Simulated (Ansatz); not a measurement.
Total energies of GaSi4 from Ansatz at r2SCAN-D4/def2-TZVP, gas phase (1 Eh = 27.2114 eV = 2625.5 kJ/mol). The reference geometry is relaxed at B3LYP-D4/def2-SVP.

| atom | x (Å) | y (Å) | z (Å) |
| --- | --- | --- | --- |
| Ga1 | -2.0184 | 0.3553 | -1.5675 |
| Si2 | 0.8652 | -0.0576 | -0.7668 |
| Si3 | 1.9501 | 1.2217 | 0.8062 |
| Si4 | -0.9506 | -1.4314 | -0.0077 |
| Si5 | 0.1537 | -0.0882 | 1.5358 |

```
                 state                      geometry  energy (Eh)
      charge 0 doublet                     reference  -3082.68689
      charge 1 singlet                     reference  -3082.42292
      charge 0 quartet  relaxed at B3LYP-D4/def2-SVP  -3082.66042
free Ga atom (doublet)                             –  -1924.78964
free Si atom (triplet)                             –   -289.34121
```

Problem. Work out the vertical ionisation energy to the singlet.

Solution. E(charge 1 singlet) − E(charge 0 doublet) = -3082.42292 − (-3082.68689) = 0.26397 Eh = 7.18 eV. For comparison, −ε of the highest occupied level of the spin that leaves is 5.08 eV at this level, 2.10 eV less.

Problem. Which of the charge 0 states is lowest, and how far above it are the others?

Solution. The doublet. quartet: -3082.66042 − (-3082.68689) = 0.02647 Eh = 69.5 kJ/mol. The quartet differs in its bonds from the reference.

Problem. What is the binding energy per atom against free atoms?

Solution. Atoms: 1 × (-1924.78964) + 4 × (-289.34121) = -3082.15448 Eh. Binding: -3082.15448 − (-3082.68689) = 0.53241 Eh = 14.49 eV, or 2.90 eV for each of 5 atoms (no zero-point energy, no counterpoise term).

The structure comes from a short search, and lower isomers may exist.
